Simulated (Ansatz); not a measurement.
C₄H₉ (SMILES C[CH]CC), doublet, at a GFN2-xTB geometry. Base run: HF/6-311G** (Ansatz, a quantum-chemistry and plane-wave program).

Geometry (Å):
```xyz
13

C      0.8023     1.7648    -0.1569
C      0.5214     0.4004     0.3352
C     -0.7449    -0.3105     0.0538
C     -0.5344    -1.8115    -0.1666
H      1.8528     1.8733    -0.4337
H     -1.4850    -2.3074    -0.3495
H      0.6051     2.5212     0.6147
H      0.1823     2.0064    -1.0187
H     -0.0724    -2.2616     0.7090
H      0.1155    -1.9799    -1.0220
H      1.2103    -0.0448     1.0335
H     -1.2295     0.1271    -0.8232
H     -1.4455    -0.1928     0.8969
```
Charge 0, spin multiplicity 2.
Orbitals are unrestricted.
All else is at Ansatz's defaults.
Base energy -156.70929 Eh.

Variants of this job, named by their change:

```
change                                                          ΔE vs base (µEh)
--------------------------------------------------------------  ----------------
base                                                                         0.0
fitting.mean_field = def2-universal-JKFIT                                   15.3
lower_state_search = light                                                   0.0
nuclear_model = gaussian                                                    13.2
point_charge = charge:-1.0 position_ang:2.9912, 4.7314, 1.1391             -3242
forces = on                                                                  0.0
lower_state_search = off                                                     0.0
accuracy = high                                                             -0.7
point_charge = charge:1.0 position_ang:-2.992, -0.9383, 4.7965             -1423
point_charge = charge:0.5 position_ang:0.3048, 4.9771, -2.8373              -634
fitting.mean_field = cc-pVTZ-JKFIT                                          24.4
```
